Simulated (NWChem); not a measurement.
System: CH3BF2O; SMILES OB(F)CF

Input file for NWChem:

```
start job
memory heap 200 mb stack 900 mb global 1100 mb
geometry units angstroms noautosym nocenter noautoz
  O      1.346020    -0.645459    -0.000255
  B      0.006817    -0.595758    -0.000283
  F     -0.685173    -1.728035     0.000424
  C     -0.749281     0.793767    -0.001367
  F      0.187262     1.818384     0.000696
  H      1.703675     0.253078    -0.000499
  H     -1.398498     0.900339    -0.888851
  H     -1.402391     0.900083     0.883252
end
basis spherical
  O library 6-31g*
  B library 6-31g*
  F library 6-31g*
  C library 6-31g*
  H library 6-31g*
end
dft
  xc hfexch
  iterations 150
end
property
  efieldgrad
end
task dft property
```

All runs use the structure optimised with PBE0/def2-SVP.

Vzz is the largest principal value of the second derivative of the potential at the nucleus (NWChem prints the opposite sign); η is the asymmetry. Non-relativistic.

Atoms are numbered as in the input.

Q: Give the results of this calculation. (Hartree-Fock/6-31G* (spherical d).) Quantities: Vzz O1 (a.u.); η O1; Vzz B2 (a.u.); η B2.

A: 
```
Property       Value
-------------  -----
Vzz O1 (a.u.)  1.236
η O1            0.20
Vzz B2 (a.u.)  0.370
η B2            0.50
```
